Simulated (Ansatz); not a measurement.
`BN1[SiH2][SiH]1Cl` + `C=CN[SiH3]` → `BN([SiH3])C=C` + `Cl[SiH]1N[SiH2]1`  (ligand exchange at a B–N bond)

Gas-phase electronic energies from Ansatz, PBE0-D4/def2-TZVP geometries. CCSD(T)/CBS is the MP2 limit (def2-TZVPP, def2-QZVPP) plus CCSD(T) − MP2 in def2-TZVPP, frozen cores. This one scheme is used for every species. Functionals use def2-TZVPP. One conformer a species, not always the lowest.

`BN1[SiH2][SiH]1Cl`:

Cartesian coordinates in Å:
```
B -1.298 -0.076 1.174
N -0.269 0.012 0.218
Si 0.904 1.182 -0.418
Si 0.515 -0.921 -1.032
Cl 1.640 -2.507 -0.398
H -1.891 -1.109 1.312
H -1.573 0.885 1.837
H 1.996 1.551 0.514
H 0.326 2.380 -1.075
H -0.349 -1.398 -2.132
```

`C=CN[SiH3]`:

```xyz
11

C     1.286    1.039    1.398
C     0.366    0.246    0.850
N    -0.045    0.249   -0.469
Si   -1.071   -0.932   -1.204
H     1.827    1.778    0.817
H     1.510    0.963    2.452
H    -0.151   -0.483    1.469
H     0.418    0.929   -1.051
H    -1.568   -0.341   -2.471
H    -0.382   -2.216   -1.515
H    -2.190   -1.231   -0.274
```

`BN([SiH3])C=C`:

Z-matrix (Å, degrees):
```
Si
N 1 1.765
H 1 1.485 2 109.8
H 1 1.485 2 109.8 3 -119.3
H 1 1.478 2 107.3 3 120.3
C 2 1.404 1 118.9 3 59.7
B 2 1.408 1 121.0 3 -120.3
C 6 1.329 2 126.1 1 0.0
H 6 1.086 2 113.4 1 -180.0
H 7 1.197 2 118.8 1 -180.0
H 7 1.194 2 119.4 1 -0.0
H 8 1.081 6 119.8 2 180.0
H 8 1.084 6 123.2 2 -0.0
```

`Cl[SiH]1N[SiH2]1`:

```xyz
8

Cl   -0.284    1.005    2.601
Si   -0.124   -0.345    1.058
N    -0.856    0.070   -0.431
Si    0.821    0.116   -0.901
H    -0.452   -1.660    1.652
H    -1.762    0.245   -0.832
H     1.263   -0.878   -1.914
H     1.393    1.447   -1.233
```

```tsv
species	CAM-B3LYP energy (Eh)
`BN1[SiH2][SiH]1Cl`	-1121.91081
`C=CN[SiH3]`	-424.65890
`BN([SiH3])C=C`	-450.12195
`Cl[SiH]1N[SiH2]1`	-1096.45277
```

**Question.** Work out ΔE.

**Answer.** ΔE = (-450.12195) + (-1096.45277) − (-1121.91081) − (-424.65890) = -0.00501 Eh = -3.1 kcal/mol. CCSD(T)/CBS gives -5.3 kcal/mol.

Largest T1 diagnostic among the species: 0.013.

The D4 term adds −0.7 kcal/mol with B3LYP and −0.3 kcal/mol with PBE0; it sums over pairs of atoms, weighted by their polarisabilities, and B3LYP, whose exchange is more repulsive, gets the larger term. In def2-TZVPP, CCSD(T) changes the Hartree–Fock value by −4.0 kcal/mol (the triples alone add −0.5 kcal/mol) and MP2 by −4.0 kcal/mol.

B3LYP here is the variant with VWN-RPA as its local correlation; programs differ in this.
